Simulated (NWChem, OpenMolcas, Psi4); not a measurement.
GaF (SMILES [F][Ga]): methods side by side

GaF has 2 atoms, charge 0, and is taken as a singlet. SMILES: `[F][Ga]`. Geometry: relaxed at PBE0-D4/def2-TZVP.

```csv
atom,x (Å),y (Å),z (Å)
F,0.0000,0.0000,0.0063
Ga,0.0000,0.0000,1.7929
```

Quantity: the dipole moment, in D. The values are calculated.

```tsv
level	kind	program	value (D)	CPU time
HF/def2-TZVPPD	Hartree–Fock	NWChem	2.33	71 s
BLYP/def2-TZVPPD	GGA	Psi4	2.29	12 s
revPBE/def2-TZVPPD	GGA	Psi4	2.17	14 s
M06-L/def2-TZVPPD	meta-GGA	OpenMolcas	2.20	23 s
B3LYP/def2-TZVPPD	global hybrid	NWChem	2.39	39 s
M06-2X/def2-TZVPPD	hybrid meta-GGA	NWChem	2.28	52 s
PBE0/def2-TZVPPD	global hybrid	OpenMolcas	2.31	16 s
TPSSh/def2-TZVPPD	hybrid meta-GGA	Psi4	2.19	41 s
```

All-electron rows without a relativistic Hamiltonian named are non-relativistic. The values span 2.17 to 2.39 D. Magnitudes only. Times are those of the runs behind each value, whatever else they computed, on shared processors of several kinds: orders of magnitude only.
